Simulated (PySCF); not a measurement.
# Distorted geometries of [La(NH3)3]3+

[La(NH3)3]3+ (singlet). PySCF 2.14.0, RKS B3LYP, La def2-SVP with ECP46, N def2-SVP, H def2-SVP; non-relativistic Hamiltonian with scalar-relativistic core potentials where named; density fitting; no spin-orbit coupling. Relaxed geometry:

```xyz
13

La    0.0000    0.0000    0.7902
N     2.4555   -0.0004    0.0025
H     3.1394   -0.2585    0.7392
H     2.6907   -0.6514   -0.7698
H     2.8175    0.9087   -0.3402
N    -1.2274    2.1267    0.0025
H    -1.3458    2.8481    0.7392
H    -0.7812    2.6560   -0.7698
H    -2.1957    1.9857   -0.3402
N    -1.2281   -2.1263    0.0025
H    -1.7936   -2.5896    0.7392
H    -1.9095   -2.0045   -0.7698
H    -0.6218   -2.8944   -0.3402
```

Question: Order these distorted geometries by energy above the relaxed one, lowest first.
A.
```xyz
13

La   -0.0216    0.0109    0.6856
N     2.5299    0.0288    0.1512
H     3.1564   -0.1243    0.6498
H     2.6788   -0.7554   -0.8101
H     2.7909    0.7335   -0.2269
N    -1.1985    2.1417    0.0321
H    -1.4077    2.9347    0.7969
H    -0.6654    2.6388   -0.8384
H    -2.2089    1.8849   -0.3186
N    -1.2591   -2.1004    0.1508
H    -1.8110   -2.5472    0.6829
H    -1.9587   -2.0693   -0.7144
H    -0.6250   -2.7768   -0.5554
```
B.
```xyz
13

La   -0.0049    0.0108    0.8703
N     2.3809   -0.0462    0.0487
H     3.1229   -0.2338    0.6868
H     2.6366   -0.5695   -0.8346
H     2.8476    0.8562   -0.3823
N    -1.2015    2.0902   -0.1133
H    -1.3355    2.7767    0.7414
H    -0.7955    2.7944   -0.7123
H    -2.1919    1.9330   -0.4112
N    -1.2227   -2.1066   -0.0222
H    -1.6666   -2.5878    0.7741
H    -1.8945   -1.9955   -0.6622
H    -0.6749   -2.9218   -0.2977
```
C.
```xyz
13

La    0.0286   -0.0134    0.8174
N     2.4463   -0.0060    0.0232
H     3.1169   -0.2372    0.7538
H     2.6843   -0.6457   -0.8051
H     2.7970    0.9200   -0.2479
N    -1.1944    2.1403   -0.0057
H    -1.3628    2.9273    0.7498
H    -0.7641    2.6493   -0.7993
H    -2.1520    1.9276   -0.3733
N    -1.2362   -2.1322   -0.0102
H    -1.8102   -2.6102    0.7082
H    -1.9217   -2.0096   -0.7672
H    -0.6318   -2.9101   -0.3585
```

Answer: C (0.15 eV), B (0.85 eV), A (5.33 eV).

Question: Which forces (eV/Å) act in the one that lies 5.33 eV up?

Answer: 
```
La    0.47   0.23   0.77
N   -18.10 -10.94  -8.87
H    14.02  -4.52  11.92
H    -0.12   2.55   3.63
H     4.10  12.86  -6.92
N    -0.98   1.77  -0.97
H     0.65  -1.60  -1.92
H    -1.76  -0.84   2.29
H     1.88   0.88   0.38
N     5.63   3.39 -11.49
H    -5.15  -5.68   6.36
H     0.75   0.91   1.66
H    -1.39   0.97   3.15
```
Forces carry noise of the integration grid, about 0.01 to 0.03 eV/Å.
